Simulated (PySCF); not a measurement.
Br3Sn (SMILES [Br][Sn+]([Br])[Br]), charge +1, singlet, at a GFN2-xTB geometry (such geometries of metal compounds can be far from the true shape) (all electrons, no relativity).

The PySCF input:
```python
from pyscf import gto, scf, dft

mol = gto.M(
    atom='''
Sn   -0.00000000    0.00000000    0.00000000
Br   -1.99407378   -1.54743063   -0.18843106
Br   -0.04903946    2.26951936   -1.11948875
Br    2.04311323   -0.72208873    1.30791981
''',
    basis='sto-3g',
    charge=1,
    verbose=4,
)

mf = dft.RKS(mol)
mf.xc = 'pbe'
mf.kernel()
mf.analyze()
```

Q: Estimate the HOMO-LUMO gap that PBE/STO-3G (PySCF) returns for this input.

A: 2.83 eV

Q: What is the computed HOMO energy (PBE/STO-3G)?

A: -9.96 eV

Q: What number of basis functions does PBE/STO-3G give?

A: 81

Q: Give the total energy at the level PBE/STO-3G.

A: -13601.3520 Eh

Q: Estimate the nuclear repulsion energy that PBE/STO-3G returns for this input.

A: 1541.2254 Eh
